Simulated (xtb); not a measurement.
C$_{5}$H$_{9}$O (SMILES CC(C)C[C]=O), doublet, from a rough starting geometry; xtb 6.7.1 with GFN2-xTB.

Here is a job for xtb.
```
$ xtb mol.xyz --gfn 2 --uhf 1 --opt vtight --json

# file mol.xyz
15

C     -0.92909839     1.14029550     0.65949592
C     -0.16104479    -0.12418876     0.34951456
C     -0.85079297    -0.92742219    -0.57273875
C      1.24114502     0.35421603    -0.34724464
C      2.22588682    -0.75806675    -0.31764265
O      2.36450681    -1.73105562     0.29347102
H     -1.89306881     0.96071902     1.15005357
H     -0.30709859     1.80566021     1.36158025
H     -1.14139739     1.80400756    -0.21014621
H      0.12102720    -0.61667622     1.22862636
H     -1.19521327    -0.45502278    -1.49884962
H     -1.85827739    -1.31388688    -0.13293463
H     -0.32906702    -1.87889835    -0.86874051
H      1.67029333     1.18857391     0.14402331
H      1.04957749     0.60586654    -1.38867097
```

The log (banner, timings and long lists left out):

```
   ID    Z sym.   atoms
    1    6 C      1-5
    2    8 O      6
    3    1 H      7-15

           -------------------------------------------------
          |                Calculation Setup                |
           -------------------------------------------------

           -------------------------------------------------
          |                 G F N 2 - x T B                 |
           -------------------------------------------------

          ...................................................
          :                      SETUP                      :
          :.................................................:
          :  # basis functions                  33          :
          :  # atomic orbitals                  33          :
          :  # shells                           21          :
          :  # electrons                        35          :
          :  max. iterations                   250          :
          :  Hamiltonian                  GFN2-xTB          :
          :  restarted?                      false          :
          :  GBSA solvation                  false          :
          :  PC potential                    false          :
          :  electronic temp.          300.0000000     K    :
          :  accuracy                    1.0000000          :
          :  -> integral cutoff          0.2500000E+02      :
          :  -> integral neglect         0.1000000E-07      :
          :  -> SCF convergence          0.1000000E-05 Eh   :
          :  -> wf. convergence          0.1000000E-03 e    :
          :  Broyden damping             0.4000000          :
          :  net charge                          0          :
          :  unpaired electrons                  1          :
          ...................................................

 iter      E             dE          RMSdq      gap      omega  full diag
   1    -19.4877915 -0.194878E+02  0.326E+00    1.46       0.0  T
   2    -19.5133275 -0.255359E-01  0.174E+00    1.41       1.0  T
   3    -19.5142888 -0.961361E-03  0.935E-01    1.38       1.0  T
   4    -19.5158750 -0.158622E-02  0.191E-01    1.34       1.0  T
   5    -19.5161500 -0.274914E-03  0.912E-02    1.35       1.0  T
   6    -19.5161896 -0.396236E-04  0.291E-02    1.35       1.0  T
   7    -19.5161916 -0.205033E-05  0.138E-02    1.35       1.9  T
   8    -19.5161918 -0.196408E-06  0.181E-03    1.35      14.3  T
   9    -19.5161918 -0.208318E-07  0.881E-04    1.35      29.3  T
  10    -19.5161918 -0.463594E-10  0.298E-04    1.35      86.6  T

   *** convergence criteria satisfied after 10 iterations ***

         :::::::::::::::::::::::::::::::::::::::::::::::::::::
         ::                     SUMMARY                     ::
         :::::::::::::::::::::::::::::::::::::::::::::::::::::
         :: total energy             -19.249559603690 Eh    ::
         :: gradient norm              0.201008005296 Eh/a0 ::
         :: HOMO-LUMO gap              1.350411436423 eV    ::
         ::.................................................::
         :: SCC energy               -19.516173515192 Eh    ::
         :: -> isotropic ES            0.014657114679 Eh    ::
         :: -> anisotropic ES          0.003312112752 Eh    ::
         :: -> anisotropic XC          0.009259192319 Eh    ::
         :: -> dispersion             -0.008463706784 Eh    ::
         :: repulsion energy           0.266613911502 Eh    ::
         :: add. restraining           0.000000000000 Eh    ::
         :: total charge              -0.000000000000 e     ::
         :::::::::::::::::::::::::::::::::::::::::::::::::::::

      -----------------------------------------------------------
     |                   =====================                   |
     |                        A N C O P T                        |
     |                   =====================                   |
     |               Approximate Normal Coordinate               |
[...]
 * total energy  :   -19.2748436 Eh     change       -0.2843209E-04 Eh
 * total energy  :   -19.2748650 Eh     change       -0.2133258E-04 Eh
 * total energy  :   -19.2748708 Eh     change       -0.5808130E-05 Eh
 * total energy  :   -19.2748744 Eh     change       -0.3634266E-05 Eh
 * total energy  :   -19.2748755 Eh     change       -0.1136485E-05 Eh
 * total energy  :   -19.2748762 Eh     change       -0.7052073E-06 Eh
 * total energy  :   -19.2748771 Eh     change       -0.8222886E-06 Eh
 * total energy  :   -19.2748776 Eh     change       -0.5001707E-06 Eh
 * total energy  :   -19.2748778 Eh     change       -0.2670115E-06 Eh
 * total energy  :   -19.2748780 Eh     change       -0.1945053E-06 Eh
 * total energy  :   -19.2748782 Eh     change       -0.1828892E-06 Eh
 * total energy  :   -19.2748783 Eh     change       -0.9321623E-07 Eh
   *** GEOMETRY OPTIMIZATION CONVERGED AFTER 22 ITERATIONS ***
         :: total energy             -19.274878302080 Eh    ::
[...]
        26                          0.1939410               5.2774
        27                          0.1998745               5.4389
        28                          0.2135448               5.8109
        29                          0.2295927               6.2475
       ...                                ...                  ...
        33                          0.6770588              18.4237
      -------------------------------------------------------------
                  HL-Gap            0.0521481 Eh            1.4190 eV
             Fermi-level           -0.3193743 Eh           -8.6906 eV

     #   Z          covCN         q      C6AA      α(0)
     1   6 C        3.756    -0.109    22.642     6.785
     2   6 C        3.849    -0.004    20.615     6.458
     3   6 C        3.756    -0.107    22.595     6.778
     4   6 C        3.806    -0.070    21.832     6.652
     5   6 C        1.835     0.124    28.105     8.565
     6   8 O        0.856    -0.259    19.058     5.853
     7   1 H        0.925     0.043     2.404     2.424
     8   1 H        0.925     0.035     2.512     2.479
     9   1 H        0.925     0.039     2.462     2.454
    10   1 H        0.924     0.040     2.454     2.450
    11   1 H        0.925     0.035     2.519     2.482
    12   1 H        0.925     0.039     2.460     2.453
    13   1 H        0.925     0.046     2.370     2.407
    14   1 H        0.924     0.074     2.040     2.233
    15   1 H        0.924     0.073     2.054     2.241

 Mol. C6AA /au·bohr⁶  :       1774.257745
 Mol. C8AA /au·bohr⁸  :      38602.727425
 Mol. α(0) /au        :         62.712878

Wiberg/Mayer (AO) data.
largest (>0.10) Wiberg bond orders for each atom

 ---------------------------------------------------------------------------
     #   Z sym  total        # sym  WBO       # sym  WBO       # sym  WBO
 ---------------------------------------------------------------------------
     1   6 C    3.996 --     2 C    1.005     9 H    0.986     8 H    0.986
                             7 H    0.983
     2   6 C    3.991 --     3 C    1.012     1 C    1.005    10 H    0.969
                             4 C    0.957
     3   6 C    3.996 --     2 C    1.012    11 H    0.986    12 H    0.985
                            13 H    0.985
     4   6 C    3.986 --     5 C    1.062     2 C    0.957    15 H    0.944
                            14 H    0.937
     5   6 C    3.303 --     6 O    2.151     4 C    1.062
     6   8 O    2.278 --     5 C    2.151
     7   1 H    0.998 --     1 C    0.983
     8   1 H    0.999 --     1 C    0.986
     9   1 H    0.998 --     1 C    0.986
    10   1 H    0.998 --     2 C    0.969
    11   1 H    0.999 --     3 C    0.986
    12   1 H    0.998 --     3 C    0.985
    13   1 H    0.998 --     3 C    0.985
    14   1 H    0.994 --     4 C    0.937
    15   1 H    0.995 --     4 C    0.944
 ---------------------------------------------------------------------------

Topologies differ in total number of bonds
Writing topology from bond orders to xtbtopo.mol

molecular dipole:
                 x           y           z       tot (Debye)
 q only:       -0.467       0.907      -0.120
   full:       -0.596       0.993      -0.069       2.949
molecular quadrupole (traceless):
                xx          xy          yy          xz          yz          zz
 q only:       -0.823       5.557      -1.719      -0.741       0.149       2.542
  q+dip:       -2.134       6.347      -1.760      -0.076      -0.387       3.895
   full:       -1.931       6.561      -2.254       0.146       0.239       4.185

optimized geometry written to: xtbopt.xyz

           -------------------------------------------------
          | TOTAL ENERGY              -19.274878302080 Eh   |
          | GRADIENT NORM               0.000077142618 Eh/α |
          | HOMO-LUMO GAP               1.419021402276 eV   |
           -------------------------------------------------

normal termination of xtb
```
